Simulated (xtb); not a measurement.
CHO$_{2}$, charge +1, singlet, from a rough starting geometry; xtb 6.7.1 with GFN2-xTB.

The xtb input:
```
$ xtb mol.xyz --gfn 2 --chrg 1 --opt vtight --json

# file mol.xyz
4

O      1.64144770    -0.23360052     0.02153102
C      0.46387003    -0.14359649     0.01989167
O     -0.65292232    -0.02846915     0.21133935
H     -1.38840820     0.42773570    -0.25731810
```

Output, abridged:

```
   ID    Z sym.   atoms
    1    8 O      1, 3
    2    6 C      2
    3    1 H      4

           -------------------------------------------------
          |                Calculation Setup                |
           -------------------------------------------------

           -------------------------------------------------
          |                 G F N 2 - x T B                 |
           -------------------------------------------------

          ...................................................
          :                      SETUP                      :
          :.................................................:
          :  # basis functions                  13          :
          :  # atomic orbitals                  13          :
          :  # shells                            7          :
          :  # electrons                        16          :
          :  max. iterations                   250          :
          :  Hamiltonian                  GFN2-xTB          :
          :  restarted?                      false          :
          :  GBSA solvation                  false          :
          :  PC potential                    false          :
          :  electronic temp.          300.0000000     K    :
          :  accuracy                    1.0000000          :
          :  -> integral cutoff          0.2500000E+02      :
          :  -> integral neglect         0.1000000E-07      :
          :  -> SCF convergence          0.1000000E-05 Eh   :
          :  -> wf. convergence          0.1000000E-03 e    :
          :  Broyden damping             0.4000000          :
          :  net charge                          1          :
          :  unpaired electrons                  0          :
          ...................................................

 iter      E             dE          RMSdq      gap      omega  full diag
   1    -10.3474991 -0.103475E+02  0.734E+00    7.53       0.0  T
   2    -10.3670910 -0.195919E-01  0.442E+00    7.32       1.0  T
   3    -10.3665008  0.590131E-03  0.212E+00    7.50       1.0  T
   4    -10.3695422 -0.304140E-02  0.391E-01    7.23       1.0  T
   5    -10.3699302 -0.387959E-03  0.111E-01    7.30       1.0  T
   6    -10.3699371 -0.694778E-05  0.240E-02    7.32       2.1  T
   7    -10.3699381 -0.992396E-06  0.133E-02    7.32       3.8  T
   8    -10.3699385 -0.372413E-06  0.174E-03    7.32      28.7  T
   9    -10.3699385 -0.461229E-08  0.113E-03    7.32      44.3  T
  10    -10.3699385 -0.320590E-08  0.118E-04    7.32     422.2  T
  11    -10.3699385 -0.313669E-10  0.358E-05    7.32    1398.4  T

   *** convergence criteria satisfied after 11 iterations ***

         :::::::::::::::::::::::::::::::::::::::::::::::::::::
         ::                     SUMMARY                     ::
         :::::::::::::::::::::::::::::::::::::::::::::::::::::
         :: total energy             -10.247573653200 Eh    ::
         :: gradient norm              0.272183731989 Eh/a0 ::
         :: HOMO-LUMO gap              7.316917087717 eV    ::
         ::.................................................::
         :: SCC energy               -10.369938518749 Eh    ::
         :: -> isotropic ES            0.178560985122 Eh    ::
         :: -> anisotropic ES         -0.008019142680 Eh    ::
         :: -> anisotropic XC          0.001712294362 Eh    ::
         :: -> dispersion             -0.000678697486 Eh    ::
         :: repulsion energy           0.122364865550 Eh    ::
         :: add. restraining           0.000000000000 Eh    ::
         :: total charge               1.000000000000 e     ::
         :::::::::::::::::::::::::::::::::::::::::::::::::::::

      -----------------------------------------------------------
     |                   =====================                   |
     |                        A N C O P T                        |
     |                   =====================                   |
     |               Approximate Normal Coordinate               |
     |                Rational Function Optimizer                |
      -----------------------------------------------------------
      -----------------------------------------------------------
     |                   =====================                   |
     |                        A N C O P T                        |
     |                   =====================                   |
     |               Approximate Normal Coordinate               |
     |                Rational Function Optimizer                |
      -----------------------------------------------------------

          ...................................................
          :                      SETUP                      :
          :.................................................:
          :   optimization level         verytight          :
          :   max. optcycles                   200          :
          :   ANC micro-cycles                  20          :
          :   degrees of freedom                 6          :
          :.................................................:
          :   RF solver                   davidson          :
          :   write xtbopt.log                true          :
          :   linear?                        false          :
          :   energy convergence         0.1000000E-06 Eh   :
          :   grad. convergence          0.2000000E-03 Eh/α :
          :   maxmium RF displ.          1.0000000          :
          :   Hlow (freq-cutoff)         0.1000000E-01      :
          :   Hmax (freq-cutoff)         5.0000000          :
          :   S6 in model hess.         20.0000000          :
          ...................................................

generating ANC from exact Hessian ...
Using Lindh-Hessian (1995)
 Shifting diagonal of input Hessian by    3.1734060568969751E-003
 Lowest  eigenvalues of input Hessian
    0.000000    0.000000    0.000000    0.000000    0.000000    0.000000
[...]
 * total energy  :   -10.2348228 Eh     change        0.2463381E-01 Eh
 * total energy  :   -10.2586359 Eh     change       -0.2381308E-01 Eh
 * total energy  :   -10.2585557 Eh     change        0.8014588E-04 Eh
 * total energy  :   -10.2613271 Eh     change       -0.2771424E-02 Eh
 * total energy  :   -10.2614309 Eh     change       -0.1037550E-03 Eh
 * total energy  :   -10.2614880 Eh     change       -0.5713465E-04 Eh
 * total energy  :   -10.2615461 Eh     change       -0.5803910E-04 Eh
 * total energy  :   -10.2615718 Eh     change       -0.2578549E-04 Eh
 * total energy  :   -10.2615776 Eh     change       -0.5707859E-05 Eh
 * total energy  :   -10.2615796 Eh     change       -0.2020687E-05 Eh
 * total energy  :   -10.2615827 Eh     change       -0.3134249E-05 Eh
 * total energy  :   -10.2615831 Eh     change       -0.4345563E-06 Eh
 * total energy  :   -10.2615832 Eh     change       -0.3180912E-07 Eh
   *** GEOMETRY OPTIMIZATION CONVERGED AFTER 15 ITERATIONS ***
[...]
          :  # atomic orbitals                  13          :
          :  # shells                            7          :
          :  # electrons                        16          :
          :  max. iterations                   250          :
          :  Hamiltonian                  GFN2-xTB          :
          :  restarted?                      false          :
          :  GBSA solvation                  false          :
          :  PC potential                    false          :
          :  electronic temp.          300.0000000     K    :
          :  accuracy                    1.0000000          :
          :  -> integral cutoff          0.2500000E+02      :
          :  -> integral neglect         0.1000000E-07      :
          :  -> SCF convergence          0.1000000E-05 Eh   :
          :  -> wf. convergence          0.1000000E-03 e    :
          :  Broyden damping             0.4000000          :
          :  net charge                          1          :
          :  unpaired electrons                  0          :
          ...................................................

 iter      E             dE          RMSdq      gap      omega  full diag
   1    -10.3949245 -0.103949E+02  0.622E-05    7.96       0.0  T
   2    -10.3949245 -0.124878E-11  0.380E-05    7.96    1314.6  T
   3    -10.3949245 -0.586198E-12  0.896E-06    7.96    5582.0  T

   *** convergence criteria satisfied after 3 iterations ***

         :::::::::::::::::::::::::::::::::::::::::::::::::::::
         ::                     SUMMARY                     ::
         :::::::::::::::::::::::::::::::::::::::::::::::::::::
         :: total energy             -10.261583172713 Eh    ::
         :: gradient norm              0.000054570405 Eh/a0 ::
         :: HOMO-LUMO gap              7.964414900648 eV    ::
         ::.................................................::
         :: SCC energy               -10.394924479127 Eh    ::
         :: -> isotropic ES            0.175541581264 Eh    ::
         :: -> anisotropic ES         -0.008502291679 Eh    ::
         :: -> anisotropic XC          0.001647458329 Eh    ::
         :: -> dispersion             -0.000679162492 Eh    ::
         :: repulsion energy           0.133341306414 Eh    ::
         :: add. restraining           0.000000000000 Eh    ::
         :: total charge               1.000000000000 e     ::
         :::::::::::::::::::::::::::::::::::::::::::::::::::::

           -------------------------------------------------
          |                Property Printout                |
           -------------------------------------------------

    * Orbital Energies and Occupations

         #    Occupation            Energy/Eh            Energy/eV
      -------------------------------------------------------------
         1        2.0000           -1.1104860             -30.2179
         2        2.0000           -1.0908163             -29.6826
         3        2.0000           -1.0010051             -27.2387
         4        2.0000           -0.9612286             -26.1564
         5        2.0000           -0.9609063             -26.1476
         6        2.0000           -0.8928355             -24.2953
         7        2.0000           -0.8470812             -23.0503
         8        2.0000           -0.8324756             -22.6528 (HOMO)
         9                         -0.5397887             -14.6884 (LUMO)
        10                         -0.5139604             -13.9856
        11                         -0.2783960              -7.5755
        12                          0.1120355               3.0486
        13                          1.0991414              29.9092
      -------------------------------------------------------------
                  HL-Gap            0.2926869 Eh            7.9644 eV
             Fermi-level           -0.6861321 Eh          -18.6706 eV

     #   Z          covCN         q      C6AA      α(0)
     1   8 O        0.856     0.069    14.224     5.056
     2   6 C        1.711     0.505    20.929     7.406
     3   8 O        1.658    -0.068    15.405     5.299
     4   1 H        0.802     0.494     0.345     0.922

 Mol. C6AA /au·bohr⁶  :        163.984121
 Mol. C8AA /au·bohr⁸  :       3716.518278
 Mol. α(0) /au        :         18.683517

Wiberg/Mayer (AO) data.
largest (>0.10) Wiberg bond orders for each atom

 ---------------------------------------------------------------------------
     #   Z sym  total        # sym  WBO       # sym  WBO       # sym  WBO
 ---------------------------------------------------------------------------
     1   8 O    2.663 --     2 C    2.299     3 O    0.331
     2   6 C    3.927 --     1 O    2.299     3 O    1.620
     3   8 O    2.664 --     2 C    1.620     4 H    0.713     1 O    0.331
     4   1 H    0.756 --     3 O    0.713
 ---------------------------------------------------------------------------

Topologies differ in total number of bonds
Writing topology from bond orders to xtbtopo.mol

molecular dipole:
                 x           y           z       tot (Debye)
 q only:       -0.529       0.259      -0.213
   full:       -0.754       0.370      -0.314       2.280
molecular quadrupole (traceless):
                xx          xy          yy          xz          yz          zz
 q only:        4.302      -1.895      -1.969       1.073      -0.299      -2.334
  q+dip:        3.979      -2.211      -1.752       1.571      -0.384      -2.227
   full:        2.564      -1.915      -1.071       1.622      -0.414      -1.493

optimized geometry written to: xtbopt.xyz

           -------------------------------------------------
          | TOTAL ENERGY              -10.261583172713 Eh   |
          | GRADIENT NORM               0.000054570405 Eh/α |
          | HOMO-LUMO GAP               7.964414900648 eV   |
           -------------------------------------------------

normal termination of xtb
```
